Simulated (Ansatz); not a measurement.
Relaxation of FH₅W (7 atoms, charge 0, multiplicity 1), to a largest force component of 0.03 eV/Å in at most 50 steps.

Level of theory: RKS BLYP/def2-SVP in Ansatz 0.2.0.

```xyz
7
Properties=species:S:1:pos:R:3
W 0.076 -0.255 0.076
H 0.412 0.066 1.726
H 1.726 0.066 0.412
H -0.810 0.896 -0.810
H -1.140 0.558 0.946
F -0.311 -2.019 -0.311
H 0.946 0.558 -1.140
```

Task: Where does it end, and by what steps?

Result: It converged. After 2 steps the energy has fallen by 0.005 eV; H3 moved furthest, 0.02 Å.

| step | energy less start (eV) | largest force component (eV/Å) | accepted |
| --- | --- | --- | --- |
| 0 | 0.0000 | 0.216 | yes |
| 1 | 0.0110 | 0.255 | no |
| 2 | -0.0048 | 0.013 | yes |

```xyz
7
Properties=species:S:1:pos:R:3
W 0.078 -0.250 0.078
H 0.428 0.057 1.714
H 1.714 0.057 0.428
H -0.818 0.885 -0.818
H -1.137 0.568 0.943
F -0.308 -2.015 -0.308
H 0.943 0.568 -1.137
```

The run took 6.1 s on 1 thread of Intel(R) Xeon(R) Platinum 8488C (Sapphire Rapids), on a shared host, peak memory 0.14 GiB.
